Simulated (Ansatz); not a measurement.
Basis-set extrapolation for C9H11+ (`C[C+](C)c1ccccc1`) (PBE0-D4/def2-TZVP geometry, frozen core, Ansatz 0.2.0). Multiplicity 1, RHF reference.

```tsv
	def2-TZVPP	def2-QZVPP
HF	-347.102473	-347.117258
MP2 correlation	-1.420817	-1.510096
CCSD(T) correlation	-1.547179	not run
```

Energies in hartree. Use E(X) = E(∞) + A·exp(−7.88·√X) for Hartree–Fock and E(X) = E(∞) + B·X^(−2.97) for correlation, with X = 3 and 4, and add CCSD(T) minus MP2 of the smaller set to the MP2 limit.

Problem. What is the CCSD(T) energy at the basis-set limit?

Solution. HF limit: -347.117258 + (-0.014785) × 0.13774 = -347.11929. MP2 limit: -1.510096 + (-0.089279) × 0.74074 = -1.57623. Higher-order term: -1.547179 − (-1.420817) = -0.12636. Total: -348.82188 hartree, 452.2 kJ/mol below CCSD(T)/def2-TZVPP.
